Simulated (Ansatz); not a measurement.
C4H12BN, SMILES `BNC(C)(C)C`, relaxed with RKS PBE0-D4/def2-TZVP in Ansatz from a PBE-D4/def2-SVP geometry. The force threshold is 0.005 eV/Å; the program also tests the step.

The species carries charge 0 and has multiplicity 1.

Start:

```xyz
18

B     1.468   -1.554    0.992
N     0.826   -0.318    0.889
C    -0.157    0.212   -0.078
C    -0.511   -0.837   -1.137
C     0.458    1.453   -0.756
C    -1.424    0.620    0.700
H     1.257   -2.443    0.192
H     2.248   -1.707    1.915
H     1.053    0.386    1.599
H    -0.955   -1.742   -0.677
H    -1.248   -0.411   -1.845
H     0.382   -1.150   -1.712
H     1.372    1.178   -1.319
H    -0.261    1.918   -1.460
H     0.736    2.221   -0.004
H    -1.187    1.372    1.482
H    -1.876   -0.261    1.198
H    -2.180    1.066    0.023
```

```json
{"step": "1", "energy (eV)": "-6505.7168", "largest force (eV/Å)": "0.520", "largest move (Å)": "0.000"}
{"step": "2", "energy (eV)": "-6505.7828", "largest force (eV/Å)": "0.148", "largest move (Å)": "0.035"}
{"step": "3", "energy (eV)": "-6505.7885", "largest force (eV/Å)": "0.027", "largest move (Å)": "0.011"}
{"step": "4", "energy (eV)": "-6505.7885", "largest force (eV/Å)": "0.010", "largest move (Å)": "0.004"}
{"step": "5", "energy (eV)": "-6505.7885", "largest force (eV/Å)": "0.004", "largest move (Å)": "0.002"}
```

End:

```xyz
18

B     1.448   -1.541    0.977
N     0.821   -0.311    0.885
C    -0.153    0.213   -0.073
C    -0.500   -0.831   -1.120
C     0.451    1.442   -0.750
C    -1.412    0.615    0.692
H     1.231   -2.410    0.185
H     2.218   -1.703    1.881
H     1.050    0.378    1.587
H    -0.934   -1.722   -0.664
H    -1.228   -0.413   -1.818
H     0.382   -1.137   -1.685
H     1.353    1.170   -1.303
H    -0.261    1.892   -1.446
H     0.721    2.201   -0.010
H    -1.179    1.358    1.461
H    -1.856   -0.253    1.182
H    -2.153    1.052    0.019
```

It took 33 s on 4 threads of an Arm Neoverse V2 on a shared host, with 0.83 GiB of host memory at the peak.
